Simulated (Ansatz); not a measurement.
Relaxed structures of B₂H₄Se, singlet (PBE0-D4/def2-TZVP; forces vanish, vibrations not checked; lower isomers may exist, and structures with a doubtful reference or unclear bonds are left out; Å). Computed with Ansatz 0.2.0 (basis: def2-TZVPP); correlated methods freeze the cores. Filled d shells of the heavier atoms are correlated. The def2 sets are not built for correlating such inner shells, so the correlated values are less sure here.

**Question.** Rank them by CCSD(T) energy, lowest first, and give each one's height above the lowest. Links in brackets join atoms within 1.22 times the sum of their covalent radii (1.1 for two metals). (Judge from chemistry; the value comes from the calculation.)
A.
B₂H₄Se ([Se][B][BH2]1[H][H]1)
```
7
angstrom
B -0.7689 0.4213 0.1250
B 0.6578 -0.4421 0.1264
Se 2.1370 -1.3528 0.0658
H -1.7345 -0.2717 -0.0258
H -0.6835 1.4642 -0.4587
H -0.4703 0.5639 1.4219
H -1.2076 0.9728 1.2718
```
B.
B₂H₄Se ([H]1[BH]2[Se][BH2]12)
```
7
angstrom
B -0.3232 0.0744 -0.9011
B -0.2101 0.1001 0.9821
Se 1.3836 -0.3571 0.1970
H -1.1747 0.3370 0.1320
H -0.3067 1.1317 -1.4534
H -0.6592 0.2549 2.0663
H -0.8526 -0.8748 -1.3932
```
C.
B₂H₄Se ([BH2][BH][SeH])
```
7
angstrom
B -0.8873 0.3523 -0.5225
B 0.1042 0.2010 0.7772
Se 1.7306 -0.8035 0.6758
H -1.7607 -0.4387 -0.7452
H -0.7573 1.2432 -1.3147
H -0.0731 0.6739 1.8612
H 1.6435 -1.2282 -0.7318
```

**Answer.** Computed: B (0.0 kJ/mol), C (65.2 kJ/mol), A (105.7 kJ/mol). Heights count from the lowest.

T1 diagnostic: at most 0.016.

For scale, one of the runs: CCSD(T)/def2-TZVPP, 166 basis functions, launched by `ansatz run in.yaml --threads 2 --pin off --events-out ev --progress --plain --max-ram 4352MiB`. Hardware: 2 CPU threads of an Intel Xeon Platinum 8259CL, shared host. Wall time 29 s; peak host memory 1.4 GiB.
